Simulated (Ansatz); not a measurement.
Reactions of `C=C(O)C(=C)F`.

Isolated molecules relaxed with PBE0-D4/def2-TZVP in Ansatz; ΔE leaves out vibrations. CCSD(T)/CBS adds triple-zeta CCSD(T) − MP2 to the extrapolated MP2 energy (def2 sets, frozen cores). This one scheme is used for every species, atoms too. Open shells (•) are unrestricted, without spin–orbit coupling. Spin–orbit coupling would lower the free atoms: a little for C, F, O. For Br outer-core shells are correlated without core-valence functions, so the limit isn't a true one: a few kJ/mol of doubt a bond, and 10 to 20 or more in all where bonds break to atoms. Scalar relativity is left out up to krypton. One conformer a species, not always the lowest.

(1) Order these by ΔE at CCSD(T)/CBS, lowest first. (An estimate is asked.)
A. `C=C(O)C(=C)F` → `COC1=C(F)C1`
B. `C=C(O)C(=C)F` + H–F → `C=C(F)C(=C)F` + H₂O
C. `C=C(O)C(=C)F` → `OC(F)C1C=C1`
D. `C=C(O)C(=C)F` → 4 C• + F• + 5 H• + O•
E. `C=C(O)C(=C)F` → `C#CCOCF`
F. `C=C(O)C(=C)F` + HBr → `C=C(O)Br` + `C=CF`
G. `C=C(O)C(=C)F` + H₂ → `C=CC(=C)O` + H–F
H. `C=C(O)C(=C)F` + H₂ → `C=CC(=C)F` + H₂O

Largest T1 diagnostic: 0.012, for `C=C(O)C(=C)F`.

## Answers

(1) G (-99.0 kJ/mol), H (-86.4 kJ/mol), B (+15.6 kJ/mol), F (+56.2 kJ/mol), E (+110.1 kJ/mol), C (+129.2 kJ/mol), A (+246.1 kJ/mol), D (+4704.5 kJ/mol).
